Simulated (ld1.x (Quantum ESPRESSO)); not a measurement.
**u(r) = r·R(r): atom against pseudo-atom (zirconium)**

Columns: radius, all-electron u(r) and pseudo u(r) of the 4p shell (level -30.51 eV) of zirconium in the configuration [Ar] 3d10 4s2 4p6 4d3 5s1 5p0; PBE, scalar-relativistic, TM scheme, ld1.x (Quantum ESPRESSO) 7.5.

```tsv
r (bohr)	all-electron	pseudo
0.120	0.2349	0.0163
0.240	-0.3212	0.0654
0.360	-0.4828	0.1483
0.480	-0.2525	0.2652
0.600	0.1093	0.4125
0.720	0.4466	0.5784
0.840	0.7002	0.7400
0.960	0.8618	0.8685
1.080	0.9427	0.9430
1.200	0.9611	0.9611
1.320	0.9355	0.9355
1.440	0.8816	0.8816
1.560	0.8115	0.8115
1.680	0.7340	0.7340
1.800	0.6551	0.6551
1.920	0.5787	0.5787
2.040	0.5071	0.5071
2.160	0.4415	0.4415
2.280	0.3824	0.3824
2.400	0.3298	0.3298
2.520	0.2835	0.2835
2.640	0.2430	0.2430
2.760	0.2078	0.2078
2.880	0.1774	0.1774
3.000	0.1511	0.1511
3.120	0.1285	0.1285
```

Q: How many radial nodes do the two functions have?

A: The all-electron 4p function has n − l − 1 = 2; the pseudo-wave has 0, since the states of the same l below it are removed with the core.

Q: At about which radius was the pseudo-wave matched?

A: 1.30 bohr. The columns agree to 0.0005 from 1.08 bohr on; several derivatives are matched, so the curves merge somewhat inside the radius.

Q: Is the pseudo-wave norm-conserving?

A: Yes: the TM scheme keeps the norm inside the radius equal to the all-electron one, which fixes the energy derivative of the logarithmic derivative at the level.
